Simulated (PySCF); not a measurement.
Compound: C5H14N2Si.
Geometry (PBE0-D3(BJ)/def2-SVP, Å), atoms numbered from 1 in this order:
```xyz
22
C5H14N2Si angstrom
C     -3.1825    0.3330    0.1370
N     -1.9837    0.4822   -0.6485
C     -0.7519    0.3730    0.0864
C     -0.4015   -1.0035    0.7127
C      1.1134   -1.1791    0.4957
N      1.5622    0.0902   -0.0526
Si     3.2234    0.5461   -0.2167
C      0.4672    0.6727   -0.7871
H     -3.2755   -0.6345    0.6769
H     -3.2303    1.1316    0.8958
H     -4.0694    0.4427   -0.5054
H     -1.9816   -0.1744   -1.4266
H     -0.7797    1.1270    0.8921
H     -0.9687   -1.7978    0.2010
H     -0.6715   -1.0502    1.7773
H      1.3014   -2.0241   -0.1983
H      1.6558   -1.4089    1.4274
H      3.9402    0.1279    1.0273
H      3.9484   -0.0758   -1.3787
H      3.2834    2.0290   -0.3909
H      0.6115    1.7514   -0.9515
H      0.3173    0.2069   -1.7883
```

The closed-shell ground state was solved at several levels (PySCF, density fitting, gas phase, non-relativistic).

| level | basis functions | total energy (Eh) | HOMO (eV) | LUMO (eV) | gap (eV) | dipole (D) |
| --- | --- | --- | --- | --- | --- | --- |
| HF/pcSseg-1 | 213 | -595.2419 | -9.48 | 3.87 | 13.35 | 1.77 |
| wB97X-D/def2-SVPD | 276 | -597.5524 | -8.12 | 2.08 | 10.20 | 1.68 |

**Question.** What might PBE0/pcSseg-1 (213 basis functions) give for the same quantities?

**Answer.** Total energy -597.4067 Eh, HOMO -6.21 eV, LUMO 0.79 eV, gap 7.00 eV, dipole 1.70 D.

**Question.** Over all these levels, which gives the widest orbital gap and which the narrowest?

**Answer.** HF/pcSseg-1 (Hartree–Fock, all exact exchange) has the widest, 13.35 eV, and PBE0/pcSseg-1 (global hybrid, 25 % exact exchange) the narrowest, 7.00 eV. The two share the basis. From the narrowest to the widest the HOMO moves by -3.27 eV and the LUMO by +3.08 eV. The HOMO need not be the same orbital at Hartree–Fock and at DFT levels.

**Question.** How far do the dipole and the HOMO energy spread over the levels?

**Answer.** The dipole runs from 1.68 to 1.77 D (mean 1.72 D) and the HOMO from -9.48 to -6.21 eV.

One conformer stands for the species.

The pairwise dispersion term of wB97X-D wasn't added to the energies; at a given geometry it leaves orbitals and properties as they are.
